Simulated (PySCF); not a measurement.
Zr+ (zirconium, charge +1): PBE0 calculation

Configuration: [Kr] 4d1 5s1 5p1, one real determinant (an excited configuration). Calculation: PySCF 2.14, in aug-cc-pVTZ-DK; the spin-free X2C one-electron Hamiltonian (Gaussian nucleus).

```
Total energy                                                  : -3597.43 hartree
One-electron energy                                           : -4949.18 hartree
Hartree (Coulomb) energy                                      : 1466.17 hartree
Exchange-correlation energy                                   : -114.42 hartree
⟨S²⟩                                                          : 3.7509
⟨L²⟩                                                          : 8.046
Sum of ⟨r⟩                                                    : 29.12 bohr
Sum of ⟨r²⟩                                                   : 54.19 bohr²
Traceless quadrupole moment −½Σ⟨3z² − r²⟩ along its main axis : -6.03 e·bohr²
Langevin diamagnetic susceptibility                           : -42.9 ×10⁻⁶ cm³/mol
Time after the integrals                                      : roughly 6 core-seconds
```

```tsv
shell	electrons	mean orbital energy (eV)	spread (eV)	rms radius, mean of both spins (bohr)
1s α	1	-17884.9	0	0.0426
1s β	1	-17884.9	0	0.0426
2s α	1	-2507.2	0	0.176
2s β	1	-2507.1	0	0.176
2p α	3	-2236.3	0.056	0.156
2p β	3	-2236.2	0.118	0.156
3s α	1	-428.51	0	0.490
3s β	1	-428.37	0	0.490
3p α	3	-339.42	0.205	0.498
3p β	3	-339.29	0.215	0.498
3d α	5	-193.02	0.193	0.497
3d β	5	-192.84	0.296	0.497
4s α	1	-69.440	0	1.28
4s β	1	-68.507	0	1.28
4p α	3	-45.844	0.101	1.45
4p β	3	-44.776	0.706	1.45
4d α	1	-15.202	0	2.15
5s α	1	-13.022	0	3.45
5p α	1	-8.946	0	4.15
```

⟨L²⟩ = 8.05 against 12 for a pure F term, so this real determinant mixes terms.

Densities and radii are taken from the X2C orbitals without a picture-change correction, which distorts them close to the nucleus.
